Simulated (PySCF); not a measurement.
Cl3Zr, neutral, multiplicity 2. Atoms are numbered in the order given.

```xyz
4

Zr     0.0000     0.0000     0.0000
Cl     2.3389     0.0000     0.0000
Cl    -1.1695    -2.0256     0.0000
Cl    -1.1695     2.0256     0.0000
```
Charge 0, spin multiplicity 2.

Coordinates come from a r2SCAN-D4/def2-SVP optimisation. The multiplicity is an assumed one; other spin states were not compared. The isomer is the one that the SMILES or the coordinates give; other isomers of the formula were not compared. The def2 effective core potentials stand for the cores of Zr; spin–orbit coupling is left out.

Method: M06-2X/def2-TZVPD (PySCF).

Mulliken values depend strongly on the basis, most of all with diffuse functions as here. ESP charges are fitted to the potential on shells at 1.4 to 2.0 van der Waals radii. Atomic charges (e):

```json
[
 {"atom": "Zr1", "Mulliken": "1.28", "ESP fit": "?", "Mulliken spin": "1.02"},
 {"atom": "Cl2", "Mulliken": "-0.43", "ESP fit": "?", "Mulliken spin": "-0.01"},
 {"atom": "Cl3", "Mulliken": "-0.43", "ESP fit": "?", "Mulliken spin": "-0.01"},
 {"atom": "Cl4", "Mulliken": "-0.43", "ESP fit": "?", "Mulliken spin": "-0.01"}
]
```

Problem. What belongs in the gaps? (An estimate is asked for; the answer gives what the named calculation found.)

Solution. 
- Zr1, ESP fit: 0.55
- Cl2, ESP fit: -0.18
- Cl3, ESP fit: -0.18
- Cl4, ESP fit: -0.18
